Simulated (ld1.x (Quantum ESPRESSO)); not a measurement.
## LDA (PZ) TM semilocal dataset for Nd (Z = 60), scalar-relativistic all-electron reference.

```json
{"Element": "Nd", "Generator": "ld1.x (Quantum ESPRESSO) 7.5", "Type": "norm-conserving Troullier–Martins (semilocal form)", "Functional": "LDA (PZ)", "Relativity": "scalar-relativistic", "Frozen core": "[Kr] 4d10 4f3", "Valence charge": "11", "Reference configuration": "5s2 5p6 5d1 6s1.5 6p0.5", "Partial waves": "5s (bound): rc 2.25 bohr; 5d (bound): rc 3.25 bohr; 5p (bound): rc 1.95 bohr", "Local potential": "the p channel", "Core correction": "none"}
```

Occupied shells without a wave of their own: 6p, 6s. They enter only through the test configuration that unscreens the potential.

All-electron outer shells of the reference configuration (LDA (PZ), scalar-relativistic, ld1.x):

| shell | level (eV) | outermost node (bohr) | outermost maximum (bohr) |
| --- | --- | --- | --- |
| 4d | -123.65 | 0.29 | 0.62 |
| 5s | -44.44 | 0.72 | 1.31 |
| 5p | -25.36 | 0.77 | 1.46 |
| 4f | -7.73 | – | 0.65 |
| 6s | -4.37 | 1.73 | 3.51 |
| 5d | -3.56 | 0.87 | 2.08 |
| 6p | -1.70 | 2.06 | 4.74 |

Q: Is a potential produced?

A: No. ld1.x (Quantum ESPRESSO) 7.5 stopped with "run_pseudo: Errors in PS-KS equation": the pseudo-atom solver did not find the valence states with the expected number of nodes, which is the usual sign of a ghost state. Before that it printed "Warning: n=3, l=1 expected 1 nodes, found 0".
